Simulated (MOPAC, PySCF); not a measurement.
Br3Ga, SMILES `[Br][Ga]([Br])[Br]`, neutral singlet in the gas phase. 

Cartesian coordinates (Å):
```xyz
4

Br     2.2294    -0.4699    -0.0034
Ga     0.0000     0.0000     0.0002
Br    -1.5216    -1.6955     0.0310
Br    -0.7079     2.1654    -0.0279
```
Charge 0, spin multiplicity 1.

All levels are single points at this geometry (B3LYP-D3(BJ)/def2-TZVP); Pople sets use spherical d functions. Orbital energies aren't observables, and empty levels follow the basis.

HF/3-21G in PySCF gives dipole (D) = 0.00.

Task: Estimate the dipole (D) from each of these levels: B3LYP-D3(BJ)/def2-TZVP in PySCF; PBE-D3(BJ)/def2-TZVP in PySCF; B3LYP/6-31G* in PySCF; AM1 in MOPAC; PM6 in MOPAC.

Result: 
| level | dipole (D) |
|---|---|
| B3LYP-D3(BJ)/def2-TZVP in PySCF | 0.00 |
| PBE-D3(BJ)/def2-TZVP in PySCF | 0.00 |
| B3LYP/6-31G* in PySCF | 0.00 |
| AM1 in MOPAC | 0.00 |
| PM6 in MOPAC | 0.00 |
